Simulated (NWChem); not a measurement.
System: GeCl$_{4}$; SMILES [Cl][Ge]([Cl])([Cl])[Cl]

Output (shortened):

```
             Northwest Computational Chemistry Package (NWChem) 7.3.0
             --------------------------------------------------------

 C1  symmetry detected

                             Geometry "geometry" -> ""
                             -------------------------

 Output coordinates in angstroms (scale by  1.889725989 to convert to a.u.)

  No.       Tag          Charge          X              Y              Z
 ---- ---------------- ---------- -------------- -------------- --------------
    1 Cl                  17.0000    -1.54582774     1.24783917    -0.82254061
    2 Ge                  32.0000     0.00000241     0.00047343     0.00013873
    3 Cl                  17.0000    -0.83352831    -1.25652201     1.53196634
    4 Cl                  17.0000     0.83547334    -1.22750198    -1.55433902
    5 Cl                  17.0000     1.54387817     1.23529366     0.84465215

 Effective nuclear repulsion energy (a.u.)     796.9836534811

  xc_inp: hfexch multiplicative factor not found.

                                 NWChem DFT Module
                                 -----------------

 Summary of "ao basis" -> "ao basis" (spherical)
 ------------------------------------------------------------------------------
       Tag                 Description            Shells   Functions and Types
 ---------------- ------------------------------  ------  ---------------------
 Cl                          sto-3g                  5        9   3s2p
 Ge                          sto-3g                  8       18   4s3p1d

            General Information
            -------------------
          SCF calculation type: DFT
          Wavefunction type:  closed shell.
          No. of atoms     :     5
          No. of electrons :   100
           Alpha electrons :    50
            Beta electrons :    50
          Charge           :     0
          Spin multiplicity:     1
          Use of symmetry is: off; symmetry adaption is: off
          Maximum number of iterations: 150
          AO basis - number of functions:    54
                     number of shells:    28
          Convergence on energy requested:  1.00D-06
          Convergence on density requested:  1.00D-05
          Convergence on gradient requested:  5.00D-04

              XC Information
              --------------
                     Hartree-Fock (Exact) Exchange  1.000

      Superposition of Atomic Density Guess
      -------------------------------------

 Sum of atomic energies:       -3869.82771670

      Non-variational initial energy
      ------------------------------

 Total energy =   -3870.033086
 1-e energy   =   -6997.949321
 2-e energy   =    2330.932582
 HOMO         =      -0.359985
 LUMO         =       0.142086

     ---------------------------------------------
      Total Density - Mulliken Population Analysis
     ---------------------------------------------

    Atom       Charge   Shell Charges
 -----------   ------   -------------------------------------------------------
    1 Cl  17    17.53   2.00  2.00  5.99  1.96  5.57
    2 Ge  32    29.88   2.00  2.00  6.00  2.00  5.92  0.91  1.08  9.98
    3 Cl  17    17.53   2.00  2.00  5.99  1.96  5.57
    4 Cl  17    17.53   2.00  2.00  5.99  1.96  5.57
    5 Cl  17    17.53   2.00  2.00  5.99  1.96  5.57

   convergence    iter        energy       DeltaE   RMS-Dens  Diis-err
 ---------------- ----- ----------------- --------- --------- ---------
 d= 0,ls=0.0,diis     1  -3870.1628419317 -4.67D+03  2.53D-02  4.46D-01
 d= 0,ls=0.0,diis     2  -3870.2926973572 -1.30D-01  3.63D-03  1.60D-02
 d= 0,ls=0.0,diis     3  -3870.2967255286 -4.03D-03  1.40D-03  6.38D-04
 d= 0,ls=0.0,diis     4  -3870.2970348360 -3.09D-04  1.06D-04  6.13D-06
 d= 0,ls=0.0,diis     5  -3870.2970369070 -2.07D-06  1.03D-05  8.38D-08
 d= 0,ls=0.0,diis     6  -3870.2970369342 -2.72D-08  2.23D-06  2.69D-09

         Total DFT energy =    -3870.297036934163
      One electron energy =    -6985.322813438727
           Coulomb energy =     2507.229991356299
    Exchange-Corr. energy =     -189.187868332803
 Nuclear repulsion energy =      796.983653481068

 Numeric. integr. density =        0.000000000000

                       DFT Final Molecular Orbital Analysis
                       ------------------------------------

 Vector   48  Occ=2.000000D+00  E=-4.350254D-01
              MO Center=  2.3D-02,  2.9D-03,  2.1D-02, r^2= 5.7D+00
   Bfn.  Coefficient  Atom+Function         Bfn.  Coefficient  Atom+Function
  ----- ------------  ---------------      ----- ------------  ---------------
    44      0.413840  4 Cl py                 8      0.411019  1 Cl py
    35      0.408568  3 Cl py                53      0.410143  5 Cl py
    43      0.301999  4 Cl px                 7      0.298744  1 Cl px
    34      0.297440  3 Cl px                52      0.295983  5 Cl px
    49     -0.111999  5 Cl py                31     -0.111209  3 Cl py

 Vector   49  Occ=2.000000D+00  E=-4.350108D-01
              MO Center= -2.9D-02,  1.5D-02, -2.6D-02, r^2= 5.7D+00
   Bfn.  Coefficient  Atom+Function         Bfn.  Coefficient  Atom+Function
  ----- ------------  ---------------      ----- ------------  ---------------
    34      0.407272  3 Cl px                43      0.407084  4 Cl px
     7      0.403565  1 Cl px                52      0.404103  5 Cl px
     8     -0.295796  1 Cl py                35     -0.296601  3 Cl py
    44     -0.294437  4 Cl py                53     -0.294213  5 Cl py
     3     -0.110898  1 Cl px                39     -0.110099  4 Cl px

 Vector   50  Occ=2.000000D+00  E=-4.349678D-01
              MO Center=  4.8D-03, -4.1D-02, -5.3D-03, r^2= 5.7D+00
   Bfn.  Coefficient  Atom+Function         Bfn.  Coefficient  Atom+Function
  ----- ------------  ---------------      ----- ------------  ---------------
    36      0.503787  3 Cl pz                45      0.503859  4 Cl pz
     9      0.499738  1 Cl pz                54      0.499022  5 Cl pz
    32     -0.137129  3 Cl pz                41     -0.137462  4 Cl pz
     5     -0.134574  1 Cl pz                50     -0.134543  5 Cl pz
    22     -0.104183  2 Ge pz                42     -0.072042  4 Cl s

 Vector   51  Occ=0.000000D+00  E= 1.442361D-01
              MO Center= -1.1D-04,  2.7D-03, -1.7D-05, r^2= 3.7D+00
   Bfn.  Coefficient  Atom+Function         Bfn.  Coefficient  Atom+Function
  ----- ------------  ---------------      ----- ------------  ---------------
    19      1.124996  2 Ge s                  7     -0.382088  1 Cl px
    45     -0.382931  4 Cl pz                52      0.381620  5 Cl px
    36      0.377426  3 Cl pz                35     -0.310201  3 Cl py
     8      0.307980  1 Cl py                53      0.304868  5 Cl py
    44     -0.302986  4 Cl py                 6     -0.241118  1 Cl s

 Vector   52  Occ=0.000000D+00  E= 2.673494D-01
              MO Center=  1.3D-02, -8.2D-02, -9.0D-03, r^2= 2.7D+00
   Bfn.  Coefficient  Atom+Function         Bfn.  Coefficient  Atom+Function
  ----- ------------  ---------------      ----- ------------  ---------------
    22      1.141624  2 Ge pz                44      0.363654  4 Cl py
    35     -0.360129  3 Cl py                18     -0.280573  2 Ge pz
    42      0.276586  4 Cl s                 45      0.262926  4 Cl pz
    52      0.258392  5 Cl px                33     -0.255042  3 Cl s
    43     -0.251737  4 Cl px                34     -0.231458  3 Cl px

 Vector   53  Occ=0.000000D+00  E= 2.677712D-01
              MO Center= -5.9D-02,  7.6D-02, -8.5D-02, r^2= 2.7D+00
   Bfn.  Coefficient  Atom+Function         Bfn.  Coefficient  Atom+Function
  ----- ------------  ---------------      ----- ------------  ---------------
    20      1.054633  2 Ge px                21     -0.440084  2 Ge py
     8     -0.371522  1 Cl py                 7      0.367529  1 Cl px
    45     -0.358324  4 Cl pz                 6      0.330546  1 Cl s
    53      0.305647  5 Cl py                 9      0.293155  1 Cl pz
    16     -0.259146  2 Ge px                42     -0.207549  4 Cl s

     ---------------------------------------------
      Total Density - Mulliken Population Analysis
     ---------------------------------------------

    Atom       Charge   Shell Charges
 -----------   ------   -------------------------------------------------------
    1 Cl  17    17.28   2.00  2.00  5.99  1.99  5.30
    2 Ge  32    30.89   2.00  2.00  6.00  2.00  5.93  1.14  1.85  9.97
    3 Cl  17    17.28   2.00  2.00  5.99  1.99  5.30
    4 Cl  17    17.28   2.00  2.00  5.99  1.99  5.30
    5 Cl  17    17.28   2.00  2.00  5.99  1.99  5.30

     -------------------------------------------
      Total Density - Lowdin Population Analysis
     -------------------------------------------

    Atom       Charge   Shell Charges
 -----------   ------   -------------------------------------------------------
    1 Cl  17    17.22   2.00  2.00  5.98  1.93  5.31
    2 Ge  32    31.11   2.00  2.00  5.99  1.99  5.89  1.14  2.12  9.97
    3 Cl  17    17.22   2.00  2.00  5.98  1.93  5.31
    4 Cl  17    17.22   2.00  2.00  5.98  1.93  5.31
    5 Cl  17    17.22   2.00  2.00  5.98  1.93  5.31

     Multipole analysis of the density
     ---------------------------------

     L   x y z        total         alpha         beta         nuclear
     -   - - -        -----         -----         ----         -------
     0   0 0 0     -0.000000    -50.000000    -50.000000    100.000000

     1   1 0 0      0.000016      0.000008      0.000008      0.000000
     1   0 1 0      0.002425      0.001213      0.001213      0.000000
     1   0 0 1      0.000733      0.000366      0.000366     -0.000000

[...]
```

Level: Hartree-Fock/STO-3G. Structure relaxed at the B3LYP/6-31G* (spherical d) level.

Which NWChem input produces such a log?

One answer among several that fit: the input that was run:
```
start job
memory heap 200 mb stack 900 mb global 1100 mb
geometry units angstroms noautoz
  Cl    -0.955060    -1.538874    -1.158997
  Ge    -0.000294    -0.000424     0.000273
  Cl     2.100083    -0.427575     0.165395
  Cl    -0.267985     1.899912    -0.968954
  Cl    -0.876628     0.066774     1.962175
end
basis spherical
  Cl library sto-3g
  Ge library sto-3g
end
dft
  xc hfexch
  iterations 150
  mulliken
end
task dft energy
```
